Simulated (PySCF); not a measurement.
A geometry optimisation on `[NH2][Ge]([PH2])([PH2])[PH2]`.

Method: PBE0-D3(BJ)/def2-SVP geometry optimisation, gas phase (PySCF 2.14.0). Start geometry: GFN2-xTB. The input is one job of a driver script: a line of settings, then coordinates in Å.

Input:
```
{"job": {"xc": "PBE0", "basis": "def2-SVP", "d3": "d3bj", "grid": 1, "maxiter": 30, "shake": 0.01, "kind": "geom"}, "charge": 0, "multiplicity": 1}
N     -0.213940    -1.022500     1.755780
Ge    -0.118290    -0.230270     0.084420
P     -2.059170    -0.759680    -1.216570
P      1.851290    -1.280890    -0.761120
P     -0.016220     2.061880     0.655020
H     -0.267050    -2.001570     1.773420
H     -0.951390    -0.650560     2.360740
H     -1.558660    -0.053260    -2.314930
H     -2.710260     0.362800    -0.708380
H      1.849510    -0.490180    -1.885960
H      2.649930    -0.425130    -0.059380
H      1.346170     2.000610     0.960860
H      0.203900     2.471850    -0.654230
```

Output:
```
step   0  E = -3159.32420090  max force = 0.041393
step   1  E = -3159.33305269  max force = 0.008582
step   2  E = -3159.33353660  max force = 0.001685
step   3  E = -3159.33359315  max force = 0.001117
step   4  E = -3159.33362888  max force = 0.001146
step   5  E = -3159.33363989  max force = 0.000683
step   6  E = -3159.33364430  max force = 0.000255
optimisation converged
```

Energies in Eh; «max force» is the largest Cartesian gradient component in Eh/bohr.

Problem. Give the first gradient maximum in eV/Å.

Solution. With 1 Eh/bohr = 51.422 eV/Å, 2.129 eV/Å.

Summary of the converged run: final energy -3159.33364 Eh after 6 steps; dipole 0.65 D.

Problem. Give the final coordinates.

Solution. 0.113 Å rms from the input after alignment:
```
atom  x, y, z in Å
N1    -0.2229   -1.0677    1.8304
Ge2   -0.1110   -0.2528    0.1853
P3    -1.9455   -0.6822   -1.2154
P4     1.7137   -1.2682   -0.8413
P5     0.0111    2.0228    0.6653
H6    -0.3031   -2.0813    1.7859
H7    -0.9673   -0.7083    2.4236
H8    -1.4134    0.1031   -2.2861
H9    -2.7183    0.4027   -0.6952
H10    1.6677   -0.3992   -1.9750
H11    2.6703   -0.4641   -0.1494
H12    1.4072    2.0008    0.9681
H13    0.2170    2.3753   -0.7036
```

The run took 71 s of wall time on one thread, Intel Xeon Platinum 8488C (x86_64), on a shared host, and the process peaked at 0.67 GiB of memory.
Labels such as C1 count atoms from 1, the log's own numbers from 0.
